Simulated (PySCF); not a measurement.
Work out the structure from these simulated measurements.

Elements present: C, H and Si. Monoisotopic mass: 71.0323 u (electron mass counted); charge -1.

| Item | Value |
| --- | --- |
| 1H NMR | chemical shifts (computed TMS as zero) by class: 3.00 (2 H), 0.52 (2 H), -0.53 (2 H), -0.99 (1 H) ppm [GIAO KT2/pcSseg-2] |
| XPS | Si2p3/2 99.4, C1s 284.9, C1s 285.9 (×2), Si1s 1839.2 eV [ΔSCF SCAN, pcX-2 on the ionised atom, pcseg-1 elsewhere, spin-free X2C, 2p3/2 from a spin–orbit splitting computed afterwards within the 2p shell] |
| Rotational structure | rotational constants A, B, C: 14.584, 3.487, 3.264 GHz [PBE0-D3(BJ)/def2-SVP] |
| 13C NMR | chemical shifts (computed TMS as zero) by class: 10.8 (2 C), 2.8 (1 C) ppm [GIAO KT2/pcSseg-2] |
| NMR, other nuclei | isotropic shieldings of nuclei other than C and H, by class: 426 (1 Si) ppm [GIAO KT2/pcSseg-2] |

Electronic properties: PySCF, gas phase, density fitting. Levels stand in brackets. One conformer (not necessarily the lowest) at the PBE0-D3(BJ)/def2-SVP geometry, without solvent, vibrations or thermal averaging. The HOMO energy is positive, so at this level the finite basis confines the outermost electrons. No diffuse functions stand in pcSseg-2, which bears on an anion's orbital energies. Each NMR value is the plain mean over a class of atoms that symmetry, rotation or inversion makes alike.

Task: Which formula fits the mass and the elements?

Result: C3H7Si (calculated 71.0323). No other formula that holds each of these elements comes within 0.0003 u with a fitting electron parity and a possible valence count.

Task: Propose a structure and show how it fits.

Result: Numbering: `[SiH2-:1][CH:2]1[CH2:3][CH2:4]1`. 3 carbons fall into 2 classes; from least to most shielded: three-membered-ring carbon [C3/C4] (10.8 ppm, 2 C, up to 8.5 ppm apart in this geometry), ring sp3 carbon bound to silicon [C2] (2.8 ppm). Hydrogen classes from least to most shielded: 2 H on a silicon bonded to C and 2 H, Si1 (3.00 ppm, a mean of values up to 1.6 ppm apart in this geometry), 2 H on 2 three-membered-ring carbons, C3/C4 (0.52 ppm, a mean of values up to 0.7 ppm apart in this geometry), 2 H on 2 three-membered-ring carbons, C3/C4 (-0.53 ppm), 1 H on an sp3 carbon bound to silicon, C2 (-0.99 ppm). The other shieldings belong to: 426 ppm, silicon bonded to C and 2 H [Si1]. The core levels belong to: Si2p3/2 99.4 eV, silicon bonded to C and 2 H [Si1]; C1s 284.9 eV, sp3 carbon bound to silicon [C2]; C1s 285.9 eV, three-membered-ring carbon [C3/C4]; Si1s 1839.2 eV, silicon bonded to C and 2 H [Si1]. One atom of each topological class was ionised and stands for its class. By its constants the optimised geometry is an asymmetric top. Structure: `[SiH2-]C1CC1`. The assignments are read from this structure; whether some other isomer fits the data as well wasn't checked.
